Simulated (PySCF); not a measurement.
Molecule: SMILES C=C[CH2][Sn]([OH])([OH])[CH2]C=C. Atoms near the plane z = 0.0 Å, at the GFN2-xTB optimised geometry (x, y, z in Å): Sn4 (-0.4, 0.3, 0.0), O5 (1.6, 0.3, 0.0), C7 (-0.9, 2.5, 0.0), H10 (-0.5, -3.8, 0.5), H13 (-2.0, -1.8, 0.9), H15 (2.0, -0.5, -0.4), H17 (-1.9, 2.6, 0.4), H18 (-0.2, 2.9, 0.7).

Method: CAM-B3LYP/def2-SVP, def2 effective core potentials past Kr (PySCF). The core electrons that the potentials of Sn replace are not part of the density. Cells within 0.4 Å of a nucleus heavier than hydrogen are left out (blank, or x). The values are rescaled to run from 0 to 1.

```
|222222222222222222222222222|
|222222222222222222222222222|
|222222222222222222222222222|
|222222222211111112222222222|
|222222221111111111222222222|
|222222211100001111222222222|
|222222111100210111222222222|
|22222211179x820112222222222|
|22222211179x310112222222222|
|222222111125421112222222222|
|222222211135421122222222222|
|222222211122010236322222222|
|222222211111x204xx312222222|
|222222211111x205xx211222222|
|222222211111111238211222222|
|222222211111101111011222222|
|222222111111111111111222222|
|222222111111111111112222222|
|222222211111111222222222222|
|222222211111111122222222222|
|222222222111111122222222222|
|222222222110011112222222222|
|222222222110011112222222222|
|222222222211111122222222222|
|222222222221111222222222222|
|222222222222222222222222222|
|222222222222222222222222222|
```
Scale: ten equal steps from 0.000 (start of '0') to 1.00 (end of '9'), in the order '0123456789'; x runs from -6.00 to 6.00, y from -6.00 (bottom) to 6.00 (top).

Task: Which quantity is mapped?
(A) electrostatic potential
(B) Laplacian of the electron density
(C) log10 of the electron density
(D) deformation density (molecule minus spherical neutral atoms)

Result: D, deformation density (molecule minus spherical neutral atoms). In full: deformation density (molecule minus spherical neutral atoms) (e/bohr³).
